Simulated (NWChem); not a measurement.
**Correlation energy of CH₂ClF**

```
C
F 1 1.3524
H 1 1.0999 2 109.79
H 1 1.0999 3 111.47 2 -121.88
Cl 1 1.7918 3 107.34 4 -117.27
```
Charge 0, spin multiplicity 1.

Everything below was run with NWChem. Structure: optimised with B3LYP/def2-SVP, a minimum by its harmonic frequencies.

Basis set: def2-TZVP. Each correlation energy counts from its own Hartree-Fock reference.

The correlated methods keep 7 core orbitals frozen. The structure started from a generated list of species. Coupled-cluster values serve here as a point of comparison, not as the truth.

Task: For the correlation energy, CR-CCSD(T) gives -647.5 mHa and CR-CCSD[T] gives -648.2 mHa. What do SCS-MP2, MP2, CCSD give?

Result: SCS-MP2: -592.4 mHa; MP2: -602.1 mHa; CCSD: -630.1 mHa.
